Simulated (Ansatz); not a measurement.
Ansatz (a first-principles code) input (PBE/def2-TZVP):

Ansatz 0.2 input:
```yaml
crystal:
  periodic: [false, false, false]
  atoms:
    - {symbol: O, position_ang: [1.36185604, -0.14860171, -0.35687594]}
    - {symbol: S, position_ang: [0.16703457, -0.00768004, 0.40478800]}
    - {symbol: F, position_ang: [-0.63440715, 1.23198408, -0.22845242]}
    - {symbol: F, position_ang: [-0.87308190, -1.08624028, -0.17394763]}
basis:
  gaussian:
    orbitals: def2-TZVP
hamiltonian:
  xc: {name: PBE}
relax: {f_tol: 0.003, max_steps: 100}
```

Output:

```
Functional definition: PBE
integrals: 0.04 GiB planned
724 factors; their error is unknown
mean field: 0.33 GiB planned
mean field evaluation 1: about -18300.1855 eV, gradient 7.3e1 eV
mean field evaluation 2: about -18221.8005 eV, gradient 2.0e2 eV
mean field evaluation 4: about -18307.6714 eV, gradient 2.0e1 eV
mean field evaluation 8: about -18308.2796 eV, gradient 2.0e-1 eV
mean field evaluation 16: about -18308.2732 eV, gradient 3.6e-4 eV
mean field -18308.27320444 eV, -672.8166304697 hartree, gradient 3.5e-5 eV, S^2 0.000000; 0 other end points of the search recorded, 0 dependent functions left out
the calculation of the forces begins
reference -18308.27322359 eV, -672.8166311737 hartree; 21, 21 occupied and 109, 109 virtual orbitals, 724 factors
relax step   1: F+E_penalty+E_count = -18308.27320444 eV  Δ(F+E_penalty+E_count) = +0.000e0 eV  max|allowed force component| = 9.857e-1 eV/Å  Δτ_max = 0.0000 Å  (29 SCF iters, accepted)
these checks for a lower state are left out or cut short: starts, cluster_reference, orbital_swaps, neighbouring_geometries, increment
integrals: 0.04 GiB planned
724 factors; their error is unknown
mean field: 0.32 GiB planned
mean field -18308.28716260 eV, -672.8171434228 hartree, gradient 1.8e-5 eV, S^2 0.000000; 0 other end points of the search recorded, 0 dependent functions left out
the calculation of the forces begins
reference -18308.28718177 eV, -672.8171441274 hartree; 21, 21 occupied and 109, 109 virtual orbitals, 724 factors
relax step   2: F+E_penalty+E_count = -18308.28716260 eV  Δ(F+E_penalty+E_count) = -1.396e-2 eV  max|allowed force component| = 5.846e-1 eV/Å  Δτ_max = 0.0076 Å  (31 SCF iters, accepted)
these checks for a lower state are left out or cut short: starts, cluster_reference, orbital_swaps, neighbouring_geometries, increment
integrals: 0.04 GiB planned
724 factors; their error is unknown
mean field: 0.32 GiB planned
mean field evaluation 32: about -18308.2963 eV, gradient 1.6e-3 eV
mean field -18308.29627177 eV, -672.8174781787 hartree, gradient 1.9e-5 eV, S^2 0.000000; 0 other end points of the search recorded, 0 dependent functions left out
the calculation of the forces begins
reference -18308.29629095 eV, -672.8174788836 hartree; 21, 21 occupied and 109, 109 virtual orbitals, 724 factors
relax step   3: F+E_penalty+E_count = -18308.29627177 eV  Δ(F+E_penalty+E_count) = -9.109e-3 eV  max|allowed force component| = 3.064e-2 eV/Å  Δτ_max = 0.0140 Å  (31 SCF iters, accepted)
these checks for a lower state are left out or cut short: starts, cluster_reference, orbital_swaps, neighbouring_geometries, increment
integrals: 0.04 GiB planned
724 factors; their error is unknown
mean field: 0.32 GiB planned
mean field -18308.29631126 eV, -672.8174796300 hartree, gradient 7.9e-6 eV, S^2 0.000000; 0 other end points of the search recorded, 0 dependent functions left out
the calculation of the forces begins
reference -18308.29633044 eV, -672.8174803349 hartree; 21, 21 occupied and 109, 109 virtual orbitals, 724 factors
relax step   4: F+E_penalty+E_count = -18308.29631126 eV  Δ(F+E_penalty+E_count) = -3.949e-5 eV  max|allowed force component| = 2.777e-3 eV/Å  Δτ_max = 0.0009 Å  (24 SCF iters, accepted)
integrals: 0.04 GiB planned
724 factors; their error is unknown
mean field: 0.32 GiB planned
mean field -18308.29631126 eV, -672.8174796300 hartree, gradient 7.3e-6 eV, S^2 0.000000; 1 other end points of the search recorded, 0 dependent functions left out
the calculation of the forces begins
reference -18308.29633044 eV, -672.8174803349 hartree; 21, 21 occupied and 109, 109 virtual orbitals, 724 factors
Total energy: -18308.29633044 eV, -672.8174803349 hartree
Atom 0 at     1.378420    -0.150364    -0.359276 Å, force    -0.000666     0.000092     0.000988 eV/Å
Atom 1 at     0.169069    -0.007793     0.408871 Å, force     0.002777    -0.000294    -0.000338 eV/Å
Atom 2 at    -0.641613     1.253251    -0.229772 Å, force    -0.001029     0.000355    -0.000331 eV/Å
Atom 3 at    -0.884474    -1.105632    -0.174311 Å, force    -0.001082    -0.000153    -0.000319 eV/Å
Dipole moment:    -0.069772     0.014588     0.314951 e Å
```
